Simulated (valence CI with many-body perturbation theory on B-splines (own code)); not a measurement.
## Which ion has this spectrum?

A relativistic CI+MBPT calculation for an atom or ion with 7 electrons gives these levels (× 10³ cm⁻¹):

```tsv
J	Parity	E	g
3/2	odd	0.00	1.36
3/2	odd	2830.3	1.44
5/2	odd	2993.8	1.18
1/2	odd	3253.3	0.64
5/2	even	4634.2	1.48
1/2	even	5202.5	2.09
3/2	even	5215.1	1.20
3/2	odd	6093.3	1.28
3/2	even	7629.7	1.56
5/2	even	7896.2	1.28
1/2	even	8202.5	1.41
3/2	even	8291.8	1.05
3/2	odd	10286	1.32
1/2	even	11172	1.77
```

The energies are calculated, and their last digits are not significant.

(1) Which is it?
A. Cs48+
B. Xe47+
C. Te45+
D. Ce51+

## Answers

(1) A. Cs48+, ground level (2s^2 2p1/2^2 2p3/2) J=3/2.
